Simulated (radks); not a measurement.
Values are calculated unless marked as measured or tabulated.
Question: Orbital eigenvalues (eV) of neutral terbium, [Xe] 4f9 6s2, of relativity; Dirac values are averaged over j with weights 2j + 1. Spin-unpolarised spherical Kohn-Sham, LDA (Slater exchange, Perdew-Wang correlation), point nucleus unless stated (finite: rms radius 5.06 fm), a radial shooting solver on a logarithmic mesh with Libxc functionals. A level marked "c x" has the speed of light scaled by that factor and shares open shells by 2j + 1; other Dirac levels either fill j = l - 1/2 first or share by 2j + 1.

| shell | non-rel. |
|---|---|
| 2s | -7758.5 |
| 2p | -7390.4 |
| 3s | -1710.3 |
| 3p | -1545.2 |
| 3d | -1236.6 |
| 4s | -329.81 |
| 4p | -264.91 |
| 4d | -148.78 |
| 5s | -41.183 |
| 5p | -24.138 |
| 4f | -6.9688 |
| 6s | -3.5847 |

Give the values at the level "Dirac, low j first".

Answer: 
shell  Dirac, low j first  change of magnitude (%)
2s                -8576.0                   +10.54
2p                -7655.4                    +3.59
3s                -1901.3                   +11.17
3p                -1614.2                    +4.46
3d                -1223.9                    -1.03
4s                -375.85                   +13.96
4p                -280.66                    +5.94
4d                -146.33                    -1.65
5s                -47.498                   +15.33
5p                -25.097                    +3.97
4f                -3.0898                   -55.66
6s                -3.8499                    +7.40
